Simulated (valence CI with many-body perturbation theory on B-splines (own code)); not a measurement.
**E1 transitions of Tm⁶¹⁺**

Level of theory: relativistic CI+MBPT: six valence electrons over a frozen Dirac-Fock core [He], a basis of 9 s, 9 p, 8 d, 6 f, 3 g, 1 h functions for each j, with the one-electron correlation potential Σ1, the two-electron term Σ2, the three-electron term Σ3, Breit, model QED; selected CI, second order for the rest, scaled by the run's own slope (own B-spline code, finite nucleus).

The last digits are not significant, and no measured levels were compared; by estimate large intervals hold to a few tenths of a per cent, small ones and those within an open d or f shell to about a per cent. Among the levels kept, up to 2100 cm⁻¹ of a level comes from second order outside the variational space, and about a tenth of that is noise between levels of different J, which matters for small intervals.

Lines 51 to 100 of 190 in falling wavelength, among levels below 72557 × 10³ cm⁻¹, chosen from the strongest by gf and those to the six lowest levels. Wavelengths and rates use the calculated energies. Electric multipoles are in the length gauge with retardation, E1 and E2 with the static RPA response of the core. Weak lines are less certain than strong ones. Lines between different terms over intervals too small for the method are left out, as are lines whose strength nearly cancels. The highest levels of a list are the least certain.

Levels are named by their leading jj configuration (3d3/2^4 stands for four electrons in 3d with j = 3/2), which in mixed levels can hold well under half, so a name can repeat and another be missing. Letters in brackets count levels of one name in rising energy.

```tsv
λ vac (nm)	Upper	Lower	A (s⁻¹)	S (a.u.) with core polarisation	S without
3.011	(2s^2 2p1/2^2 2p3/2 3d3/2) J=1	(2s^2 2p1/2^2 2p3/2 3p1/2) J=1	4.87e+11	1.97e-02	1.97e-02
3.009	(2s^2 2p1/2 2p3/2^2 3p3/2) J=1 [b]	(2s^2 2p1/2 2p3/2^2 3s) J=1 [a]	3.03e+11	1.22e-02	1.22e-02
2.993	(2s^2 2p1/2 2p3/2^2 3p3/2) J=1 [d]	(2s^2 2p1/2 2p3/2^2 3s) J=0	5.63e+11	2.24e-02	2.24e-02
2.989	(2s^2 2p1/2^2 2p3/2 3d3/2) J=0	(2s^2 2p1/2^2 2p3/2 3p1/2) J=1	6.08e+11	8.01e-03	8.01e-03
2.974	(2s 2p1/2^2 2p3/2^2 3s) J=2 [b]	(2s^2 2p1/2 2p3/2^2 3s) J=1 [a]	8.05e+10	5.22e-03	5.23e-03
2.972	(2s^2 2p1/2^2 2p3/2 3p3/2) J=2	(2s^2 2p1/2^2 2p3/2 3s) J=1	4.87e+11	3.15e-02	3.15e-02
2.931	(2s^2 2p1/2 2p3/2^2 3p3/2) J=3 [b]	(2s^2 2p1/2 2p3/2^2 3s) J=2 [a]	2.56e+10	2.23e-03	2.23e-03
2.930	(2s^2 2p1/2 2p3/2^2 3p3/2) J=1 [b]	(2s^2 2p1/2 2p3/2^2 3s) J=2 [a]	7.96e+10	2.96e-03	2.96e-03
2.925	(2s 2p1/2^2 2p3/2^3) J=1	(2s^2 2p1/2 2p3/2^3) J=2	9.81e+10	3.63e-03	3.64e-03
2.913	(2s^2 2p1/2^2 2p3/2 3p3/2) J=2	(2s^2 2p1/2^2 2p3/2 3s) J=2	4.72e+11	2.88e-02	2.88e-02
2.898	(2s^2 2p1/2 2p3/2^2 3p3/2) J=1 [c]	(2s^2 2p1/2 2p3/2^2 3s) J=2 [b]	5.02e+11	1.81e-02	1.81e-02
2.896	(2s 2p1/2^2 2p3/2^2 3s) J=2 [b]	(2s^2 2p1/2 2p3/2^2 3s) J=2 [a]	1.43e+11	8.59e-03	8.59e-03
2.874	(2p1/2^2 2p3/2^4) J=0	(2s 2p1/2 2p3/2^4) J=1	3.65e+11	4.27e-03	4.28e-03
2.860	(2s^2 2p1/2 2p3/2^2 3p3/2) J=2 [b]	(2s^2 2p1/2 2p3/2^2 3s) J=2 [b]	5.88e+11	3.40e-02	3.40e-02
2.811	(2s^2 2p1/2^2 2p3/2 3p3/2) J=0	(2s^2 2p1/2^2 2p3/2 3s) J=1	1.13e+12	1.24e-02	1.24e-02
2.809	(2s^2 2p1/2 2p3/2^2 3p3/2) J=2 [b]	(2s^2 2p1/2 2p3/2^2 3s) J=3	2.17e+11	1.19e-02	1.19e-02
2.802	(2s 2p1/2^2 2p3/2^3) J=1	(2s^2 2p1/2 2p3/2^3) J=1	2.90e+10	9.44e-04	9.46e-04
2.763	(2s^2 2p1/2 2p3/2^2 3p3/2) J=1 [c]	(2s^2 2p1/2 2p3/2^2 3s) J=1 [a]	4.34e+11	1.36e-02	1.36e-02
2.747	(2s^2 2p1/2 2p3/2^2 3p3/2) J=2 [c]	(2s^2 2p1/2 2p3/2^2 3s) J=2 [b]	2.56e+11	1.31e-02	1.31e-02
2.700	(2s^2 2p1/2 2p3/2^2 3p3/2) J=2 [c]	(2s^2 2p1/2 2p3/2^2 3s) J=3	6.53e+10	3.17e-03	3.17e-03
2.696	(2s^2 2p1/2 2p3/2^2 3p3/2) J=1 [c]	(2s^2 2p1/2 2p3/2^2 3s) J=2 [a]	1.09e+11	3.16e-03	3.16e-03
2.612	(2s^2 2p1/2 2p3/2^2 3p3/2) J=1 [d]	(2s^2 2p1/2 2p3/2^2 3s) J=1 [a]	7.61e+10	2.01e-03	2.01e-03
2.027	(2s^2 2p3/2^4) J=0	(2s 2p1/2^2 2p3/2^3) J=1	1.47e+10	6.05e-05	6.06e-05
0.9480	(2s 2p1/2^2 2p3/2^2 3s) J=3	(2s^2 2p1/2^2 2p3/2 3s) J=2	1.52e+12	4.46e-03	4.47e-03
0.9416	(2s 2p1/2^2 2p3/2^2 3p1/2) J=3	(2s^2 2p1/2^2 2p3/2 3p1/2) J=2	1.48e+12	4.26e-03	4.27e-03
0.9415	(2s 2p1/2^2 2p3/2^2 3p1/2) J=2	(2s^2 2p1/2^2 2p3/2 3p1/2) J=1	1.37e+12	2.83e-03	2.83e-03
0.9340	(2s 2p1/2^2 2p3/2^2 3s) J=2 [a]	(2s^2 2p1/2^2 2p3/2 3s) J=1	7.89e+11	1.59e-03	1.59e-03
0.9282	(2s 2p1/2^2 2p3/2^2 3s) J=2 [a]	(2s^2 2p1/2^2 2p3/2 3s) J=2	1.01e+12	2.00e-03	2.00e-03
0.8981	(2s 2p1/2^2 2p3/2^3) J=2	(2s^2 2p1/2^2 2p3/2^2) J=2	5.27e+12	9.43e-03	9.44e-03
0.8912	(2s 2p1/2 2p3/2^4) J=0	(2s^2 2p1/2 2p3/2^3) J=1	1.05e+13	3.68e-03	3.68e-03
0.8884	(2s^2 2p1/2 2p3/2^2 3p3/2) J=1 [a]	(2s^2 2p1/2^2 2p3/2 3s) J=1	4.26e+12	4.42e-03	4.43e-03
0.8875	(2s^2 2p1/2 2p3/2^2 3p3/2) J=2 [a]	(2s^2 2p1/2^2 2p3/2 3s) J=2	6.78e+11	1.17e-03	1.17e-03
0.8869	(2s 2p1/2^2 2p3/2^2 3s) J=1	(2s^2 2p1/2^2 2p3/2 3s) J=1	7.44e+11	7.68e-04	7.69e-04
0.8846	(2s 2p1/2^2 2p3/2^3) J=1	(2s^2 2p1/2^2 2p3/2^2) J=0	3.33e+12	3.41e-03	3.42e-03
0.8831	(2s^2 2p1/2 2p3/2^2 3p3/2) J=1 [a]	(2s^2 2p1/2^2 2p3/2 3s) J=2	9.42e+11	9.60e-04	9.62e-04
0.8816	(2s 2p1/2^2 2p3/2^2 3s) J=1	(2s^2 2p1/2^2 2p3/2 3s) J=2	4.72e+12	4.79e-03	4.80e-03
0.8798	(2s 2p1/2 2p3/2^4) J=1	(2s^2 2p1/2 2p3/2^3) J=2	9.83e+12	9.92e-03	9.93e-03
0.8779	(2s^2 2p1/2 2p3/2^2 3p3/2) J=1 [b]	(2s^2 2p1/2^2 2p3/2 3s) J=1	3.50e+12	3.51e-03	3.51e-03
0.8752	(2p1/2^2 2p3/2^4) J=0	(2s 2p1/2^2 2p3/2^3) J=1	2.12e+13	7.03e-03	7.04e-03
0.8749	(2s 2p1/2^2 2p3/2^2 3s) J=2 [b]	(2s^2 2p1/2^2 2p3/2 3s) J=1	1.09e+12	1.80e-03	1.80e-03
0.8697	(2s 2p1/2^2 2p3/2^2 3s) J=2 [b]	(2s^2 2p1/2^2 2p3/2 3s) J=2	7.59e+12	1.23e-02	1.23e-02
0.8684	(2s 2p1/2 2p3/2^4) J=1	(2s^2 2p1/2 2p3/2^3) J=1	1.75e+12	1.70e-03	1.70e-03
0.8641	(2s 2p1/2^2 2p3/2^2 3s) J=0	(2s^2 2p1/2^2 2p3/2 3s) J=1	5.35e+12	1.70e-03	1.71e-03
0.8557	(2s^2 2p1/2 2p3/2^2 3p3/2) J=1 [c]	(2s^2 2p1/2^2 2p3/2 3s) J=1	1.36e+12	1.26e-03	1.26e-03
0.8513	(2s 2p1/2^2 2p3/2^3) J=1	(2s^2 2p1/2^2 2p3/2^2) J=2	9.90e+12	9.04e-03	9.06e-03
0.5194	(2s 2p1/2 2p3/2^4) J=1	(2s^2 2p1/2^2 2p3/2^2) J=0	8.36e+08	1.73e-07	1.74e-07
0.5078	(2s 2p1/2 2p3/2^4) J=1	(2s^2 2p1/2^2 2p3/2^2) J=2	6.98e+10	1.35e-05	1.35e-05
0.2020	(2s^2 2p1/2^2 2p3/2 3p1/2) J=1	(2s 2p1/2^2 2p3/2^3) J=1	4.96e+09	6.05e-08	6.01e-08
0.2019	(2s^2 2p1/2^2 2p3/2 3p1/2) J=2	(2s 2p1/2^2 2p3/2^3) J=1	4.36e+10	8.85e-07	8.85e-07
0.1995	(2s^2 2p1/2^2 2p3/2 3p1/2) J=1	(2s 2p1/2^2 2p3/2^3) J=2	6.87e+10	8.07e-07	8.07e-07
```
